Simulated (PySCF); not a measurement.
tert-butanol (C4H10O), SMILES CC(C)(C)O.

The structure is a stationary point at PBE0-D3(BJ)/def2-SVP. One conformer was computed; it need not be the lowest.

All values below come from TDDFT-CAM-B3LYP/def2-SVPD run with PySCF 2.14.0.

Vertical excitations.  State labels are in the subgroup Cs.

```csv
state,symmetry,energy (eV),λ (nm),f,main pairs
S1,A",7.08,175,0.021,"HOMO→LUMO 79 %, HOMO→LUMO+1 16 %"
S2,A",8.43,147,0.025,"HOMO→LUMO+1 70 %, HOMO→LUMO 18 %"
S3,A',8.58,144,0.069,HOMO−1→LUMO 90 %
S4,A",8.95,139,0.001,"HOMO→LUMO+3 61 %, HOMO→LUMO+5 18 %, HOMO→LUMO+4 13 %"
S5,A',9.02,137,0.000,HOMO→LUMO+2 91 %
S6,A",9.25,134,0.001,HOMO→LUMO+4 75 %
S7,A',9.41,132,0.046,"HOMO−3→LUMO 55 %, HOMO−1→LUMO+1 29 %"
S8,A",9.44,131,0.001,"HOMO−2→LUMO 63 %, HOMO→LUMO+3 16 %"
S9,A",9.58,129,0.065,"HOMO→LUMO+5 62 %, HOMO−2→LUMO 15 %"
S10,A',9.76,127,0.084,HOMO→LUMO+6 91 %
T1,A",6.81,182,0,"HOMO→LUMO 72 %, HOMO→LUMO+1 19 %"
T2,A",8.29,149,0,"HOMO→LUMO+1 59 %, HOMO→LUMO 23 %"
T3,A',8.31,149,0,HOMO−1→LUMO 82 %
T4,A',8.80,141,0,HOMO→LUMO+2 85 %
```
Triplets are in the Tamm–Dancoff approximation, which puts them higher than full response would, so one can lie above its singlet here.
